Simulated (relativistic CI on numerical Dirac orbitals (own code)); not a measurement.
## Os LIX: sensitivity of the levels to the model

Base calculation: Dirac-Coulomb-Breit CI, separate exchange-only KLI orbitals for each configuration, QED by a radiative potential, unscaled Slater integrals.

CI space (outside the closed core [Ne]): 3s2 3p6, 3s2 3p5 3d, 3s 3p6 3d, 3s2 3p5 4s, 3s2 3p5 4p, 3s2 3p5 4d, 3s 3p6 4s, 3s2 3p5 4f, 3p6 3d 4p, 3s 3p6 4p, 3s 3p6 4d, 3s 3p6 4f, 3s2 3p5 5s, 3s2 3p5 5p, 3s2 3p5 5d, 3s2 3p5 5f, 3s2 3p5 5g, 3s 3p6 5s, 3s 3p6 5p, 3s 3p6 5d, 3s 3p6 5f, 3p6 3d2, 3p5 3d3, 3p5 3d2 4s, 3p5 3d2 4p, 3p5 3d2 4d, 3p6 3d 4s, 3p5 3d 4s2, 3p5 3d 4s 4p, 3p5 3d 4s 4d, 3p6 4s2, 3p5 4s2 4p, 3p5 4s2 4d. Double excitations out of closed p, d and f shells are left out; levels of such configurations are missing from the list, as are those of other unlisted configurations, and high levels can miss mixing partners. These lack a partner that the ground configuration has and come out too high: 3s2 3p5 4f, 3s2 3p5 5s, 3s2 3p5 5p, 3s2 3p5 5d, 3s2 3p5 5f.

The lowest level and the first level of each name with at least 55 % of one term (blank where a level has no safe partner in the second run):

| Level | Base (eV) | Shift (eV) |
| --- | --- | --- |
| 3s2 3p6 1S_0 | 0.00 | 0.00 |
| 3s2 3p5 3d 3P°_0 | 245.57 | +0.54 |
| 3s2 3p5 3d 3P°_1 | 257.56 | +0.54 |
| 3s2 3p5 3d 3F°_3 | 261.53 | +0.54 |
| 3s2 3p5 3d 3F°_4 | 342.58 | +0.54 |
| 3s2 3p5 3d 3D°_3 | 360.31 | +0.54 |
| 3s2 3p5 3d 3F°_2 | 649.71 | +0.54 |
| 3s 3p6 3d 3D_1 | 879.45 | +0.77 |
| 3s 3p6 3d 3D_2 | 886.58 | +0.77 |
| 3s 3p6 3d 3D_3 | 968.03 | +0.77 |
| 3s 3p6 3d 1D_2 | 982.83 | +0.77 |
| 3p6 3d2 3F_2 | 1776.69 | +1.40 |
| 3p6 3d2 3P_0 | 1802.39 | +1.40 |
| 3p6 3d2 3F_3 | 1861.14 | +1.40 |
| 3p6 3d2 1G_4 | 1876.02 | +1.40 |
| 3p6 3d2 3P_1 | 1878.15 | +1.40 |
| 3p6 3d2 3F_4 | 1954.61 | +1.40 |
| 3p6 3d2 1S_0 | 1990.74 | +1.40 |
| 3p5 3d3 3I°_7 | 2203.89 | +1.72 |

At this charge energies of transitions that change n are usually good to better than 1 %, and those within a shell (Δn = 0) to a few per cent.

(1) One thing was changed in a second run, which moved the levels as shown. Which?
A. P86 correlation estimate
B. configuration mixing switched off
C. Breit term removed
D. QED terms removed
E. non-relativistic limit

Results:

(1) A. P86 correlation estimate. A correlation estimate moves all levels of a configuration together before mixing; mixed levels move by a weighted share.

LS names give the leading component of a level, which can be under half, so a name can repeat, a term be missing and a line seem to break the LS rules.
